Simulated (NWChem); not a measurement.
# CH4BBr; SMILES CBBr

All runs: NWChem. Coordinates come from a PBE0/def2-SVP optimisation. Ions are spin-unrestricted doublets at the neutral geometry; other ion states weren't tried.

What does the run give for PBE/def2-SVP? Quantities: vertical ionisation energy, ΔSCF (eV); −ε(HOMO) (eV).


```yaml
vertical ionisation energy, ΔSCF (eV): 10.08
"−ε(HOMO) (eV)": 6.56
```
